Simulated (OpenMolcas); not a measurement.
**Ge III: CASPT2 settings compared**

| Quantity | Value |
| --- | --- |
| Program | OpenMolcas 26.06 |
| Basis | ANO-RCC-VDZ [5s4p1d] |
| Scalar Hamiltonian | X2C, point nucleus |
| Active space | 2 electrons in 8 orbitals (4s 4p 5s 5p) |
| State averaging | 2S+1 = 1 even, 7 roots; 2S+1 = 3 even, 3 roots kept (CI in the orbitals of an earlier block); 2S+1 = 1 odd, 3 roots; 2S+1 = 3 odd, 3 roots kept (CI in the orbitals of an earlier block) |
| Spin-orbit coupling | state interaction with AMFI integrals over the reference wave functions, term energies averaged over their components |

Methods on the same reference wave functions:
A. CASSCF
B. SS-CASPT2, IPEA 0.3 Eh, sigma1 regulariser 0.4 Eh (closed shells correlated: 3s 3p 3d)
C. SS-CASPT2, IPEA 0.4 Eh, imaginary shift 0.15 Eh (closed shells correlated: 3d)
D. SS-CASPT2, IPEA 0.1 Eh, no level shift (closed shells correlated: none)
E. MS-CASPT2, IPEA 0.3 Eh, sigma1 regulariser 0.4 Eh (closed shells correlated: 3s 3p 3d)
F. MS-CASPT2, IPEA 0.1 Eh, no level shift (closed shells correlated: none)

Energies in cm⁻¹ above 4s² ¹S₀, the measured ground level; measured values from Sugar and Musgrove, J. Phys. Chem. Ref. Data 22, 1213 (1993).

```csv
Level,A,B,C,D,E,F,Measured
4s² ¹S₀,0.0,0.0,0.0,0.0,0.0,0.0,0.0
4s 4p ³P°₀,59979,60500,60515,59979,60500,59979,61734
4s 4p ³P°₁,60754,61274,61289,60754,61274,60754,62500
4s 4p ³P°₂,62372,62892,62907,62372,62892,62372,64144
4s 4p ¹P°₁,99766,99775,99871,99766,99775,99766,91873
```

Deviations, from unrounded energies. A percentage is the sum of absolute deviations over the sum of measured energies, with the sign that they share, or ± where signs differ.

| Against measurement | Levels | A | B | C | D | E | F |
| --- | --- | --- | --- | --- | --- | --- | --- |
| mean absolute deviation (cm-1) | 4 | 3300 | 2900 | 2900 | 3300 | 2900 | 3300 |
| other configurations (%) | 4 | ±4.7 | ±4.1 | ±4.2 | ±4.7 | ±4.1 | ±4.7 |

B, C, E lie about equally close to measurement and A furthest from it. The largest miss of E in the table is 4s 4p ¹P°₁, by +7900 cm-1. The ranking rests on the paired levels alone, and a cruder setting can come out closer through cancelling errors.

Among B to F the level of the table that moves most is 4s 4p ³P°₀, by 540 cm-1 (lowest in D, highest in C).

The lowest spin-free term lies below A's lowest term by 0.011 hartree in B, 0.006 hartree in C, 0.000 hartree in D, 0.011 hartree in E, 0.000 hartree in F.

Terms from blocks run as CI alone lack orbitals of their own. The run also gave levels led by 4s 5s, which use shells meant for correlation; these and all levels above them are left out. Computed and measured levels are paired by configuration, term and J; levels that our copy of the source lacks, or whose pairing is in doubt (as where it misses far off the trend of its configuration), stay unpaired and out of the deviations. Levels of configurations outside the active space are missing. The table leaves out levels that lie high or whose names do not pair safely across all columns.

° marks odd parity.
